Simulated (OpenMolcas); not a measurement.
**Ru5+: effect of the active space**

| Quantity | Value |
| --- | --- |
| Program | OpenMolcas 26.06 |
| Method | CASSCF or its RAS form |
| Basis | ANO-RCC-VTZP |
| Scalar Hamiltonian | DKH2, point nucleus |
| Spin-orbit coupling | RASSI with atomic mean-field integrals over the reference wave functions, term energies averaged over their components |

A. 3 electrons in 5 orbitals (4d); 2S+1 = 4 even, 10 roots; 2S+1 = 2 even, 40 roots; cost about 8 core-seconds
B. 9 electrons in 8 orbitals (RAS1 4p, at most 2 holes; RAS2 4d); 2S+1 = 4 even, 10 roots; 2S+1 = 2 even, 40 roots; cost of the order of 29 core-seconds
C. 3 electrons in 10 orbitals (4d 5d); 2S+1 = 4 even, 10 roots; 2S+1 = 2 even, 40 roots; cost about 16 core-seconds

Energies in cm⁻¹ above 4d³ ⁴F_3/2.

```tsv
Level	A	B	C
4d³ ⁴F_3/2	0.0	0.0	0.0
4d³ ⁴F_5/2	1386	1462	1392
4d³ ⁴F_7/2	3104	3250	3117
4d³ ⁴F_9/2	5015	5216	5035
4d³ ⁴P_3/2	16499	15439	16348
4d³ ⁴P_1/2	16524	15609	16370
4d³ ²G_7/2	18372	18476	18132
4d³ ⁴P_5/2	18682	17897	18571
4d³ ²G_9/2 [74 %]	19373	19707	19135
4d³ ²P_1/2	23896	22173	23666
4d³ ²H_9/2	24776	25842	24519
4d³ ²H_11/2	25089	26347	24842
4d³ ²D_5/2(1)	27447	25629	27137
4d³ ²F_7/2	39006	38424	38627
4d³ ²F_5/2	39530	38934	39147
4d³ ²D_5/2(2)	60348	56687	59456
4d³ ²D_3/2(2)	60954	57434	60000
```

Among A to C the level of the table that moves most is 4d³ ²D_5/2(2), by 3700 cm-1 (lowest in B, highest in A).

Without dynamic correlation excited terms often stand tens of per cent too high (terms of higher spin than the ground term too low), and those without a measured partner can miss by more than the paired ones. Active for correlation alone: 4p; no level in the range computed is led by a configuration that opens it, so any true level of that kind is missing (holds for B). Active for correlation alone: 5d; no level in the range computed is led by a configuration that fills it, so any true level of that kind is missing (holds for C). Only configurations of the active space appear. The table leaves out levels that lie high or whose names do not pair safely across all columns.

A share in square brackets marks a mixed level and gives the weight of the term that names it, the lowest over the columns. A number in round brackets counts repeated terms of one configuration in the order of the reference energies.
